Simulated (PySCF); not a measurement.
Compound: C7H6N2.
Atom-mapped SMILES: `[CH2:1]=[N:2][C:3]1=[C:4]([C:5]#[N:6])[CH:7]=[CH:8][CH2:9]1` (hydrogens: H10, H11 on C1; H12 on C7; H13 on C8; H14, H15 on C9)

Structure used (PBE0-D3(BJ)/def2-SVP), in Å, numbered top down from 1:
```
atom  x, y, z in Å
C1     2.765   -0.622    0.250
N2     1.688   -0.811    0.894
C3     0.463   -0.476    0.385
C4     0.057    0.699   -0.204
C5     0.883    1.823   -0.468
N6     1.549    2.748   -0.691
C7    -1.383    0.624   -0.468
C8    -1.852   -0.567   -0.046
C9    -0.738   -1.354    0.561
H10    2.791   -0.260   -0.793
H11    3.724   -0.832    0.742
H12   -1.952    1.425   -0.941
H13   -2.879   -0.923   -0.129
H14   -0.890   -1.543    1.639
H15   -0.598   -2.348    0.099
```

Level of theory: PBE0-D3(BJ)/def2-SVP geometry optimisation, gas phase in PySCF 2.14.0.

Masses are those of the commonest isotopes; rigid-rotor values at the optimised geometry. The values belong to one conformer with, in the numbering `[CH2:1]=[N:2][C:3]1=[C:4]([C:5]#[N:6])[CH:7]=[CH:8][CH2:9]1`, C1–N2–C3–C4 -49°.

(1) What are A, B and C (cm⁻¹)?

(2) What kind of rotor is it?

(3) What does the inertial defect say?

(4) Give the other two planar moments, Paa and Pbb, and the rms extents of the mass along the axes.

(5) Predict some low-J microwave lines.

(6) Estimate the classical rotational partition function at 25 K, 298.15 K and 500 K.

Results:

(1) Ia = 217.78, Ib = 292.22, Ic = 497.15 u·Å²; 505379 MHz·u·Å²/I gives 2321, 1729 and 1017 MHz, that is A = 0.07741, B = 0.05769, C = 0.03391 cm⁻¹.

(2) An asymmetric top. Ray's parameter κ = (2B − A − C)/(A − C) = 0.093; −1 is the prolate and +1 the oblate limit.

(3) Not planar: Δ = Ic − Ia − Ib = -12.85 u·Å². For a rigid frame Δ = −2 Σ m c², so Σ m c² = 6.43 u·Å² lies off the ab plane: 3.10 from hydrogen and 3.33 from heavier atoms. The atom farthest from that plane is 1.19 Å away.

(4) Paa = Σ m a² = (Ib + Ic − Ia)/2 = 285.79 and Pbb = Σ m b² = (Ia + Ic − Ib)/2 = 211.35 u·Å². With the mass M = 118.05 u, the rms extents √(P/M) along a, b and c are 1.56, 1.34, 0.23 Å.

(5) The dipole components are |μa| = 3.07 D, |μb| = 2.26 D, |μc| = 1.13 D. Intensities carry the squares of the components, which stand as 1.00 : 0.54 : 0.14 (a : b : c). Some of the stronger lines:

```csv
type,branch,"J(Ka,Kc)",MHz,lower level (cm⁻¹)
a,Q,"2(2,0) ← 2(2,1)",367,0.401
c,Q,"1(1,1) ← 1(0,1)",591,0.092
a,Q,"1(1,0) ← 1(1,1)",713,0.111
b,Q,"1(1,0) ← 1(0,1)",1304,0.092
c,Q,"2(2,1) ← 2(1,1)",1773,0.342
a,Q,"2(1,1) ← 2(1,2)",2139,0.271
b,Q,"2(2,0) ← 2(1,1)",2140,0.342
b,Q,"2(1,1) ← 2(0,2)",2384,0.263
a,R,"1(0,1) ← 0(0,0)",2746,0.000
b,R,"1(1,1) ← 0(0,0)",3337,0.000
b,Q,"2(2,1) ← 2(1,2)",3912,0.271
b,R,"2(0,2) ← 1(1,1)",4534,0.111
a,R,"2(1,2) ← 1(1,1)",4779,0.111
a,R,"2(0,2) ← 1(0,1)",5125,0.092
b,R,"2(1,2) ← 1(0,1)",5370,0.092
a,R,"2(1,1) ← 1(1,0)",6205,0.135
c,R,"2(1,1) ← 1(0,1)",7509,0.092
b,R,"2(2,1) ← 1(1,0)",7978,0.135
c,R,"2(2,0) ← 1(1,0)",8345,0.135
c,R,"2(2,1) ← 1(1,1)",8691,0.111
b,R,"2(2,0) ← 1(1,1)",9058,0.111
```

(6) Point group C1, symmetry number σ = 1; q = (√π/σ)·√((kT/h)³/(ABC)), k/h = 20836.6 MHz/K: 10400 at 25 K, 430000 at 298.15 K, 933000 at 500 K.

No frequency check. These are rigid-rotor constants of the computed structure; measured ground-state constants (B0) also hold zero-point vibration. Quadrupole hyperfine structure (14N) is left out.
